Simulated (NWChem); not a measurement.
Species: CH5FO2Si; SMILES C[Si](O)(O)F

```xyz
10

C     -0.1534    -1.7674    -0.4286
Si     0.0190     0.0169     0.0025
O     -0.0754     1.0670    -1.2712
O      1.4705     0.2429     0.7376
F     -1.1965     0.4213     1.0068
H      0.6037    -2.0617    -1.1703
H     -0.0174    -2.3919     0.4673
H     -1.1490    -1.9811    -0.8455
H     -0.9501     1.3789    -1.5187
H      1.7746     1.1524     0.8115
```
Atoms are numbered in this order, from 1.

Results from NWChem. The geometry was optimised at PBE0/def2-SVP.

**Question.** What does the run give for TPSSh/def2-TZVP? Quantities: highest occupied level (eV); orbital gap (eV); dipole (D).

**Answer.** 
* **highest occupied level (eV)**: -8.33
* **orbital gap (eV)**: 8.64
* **dipole (D)**: 1.19
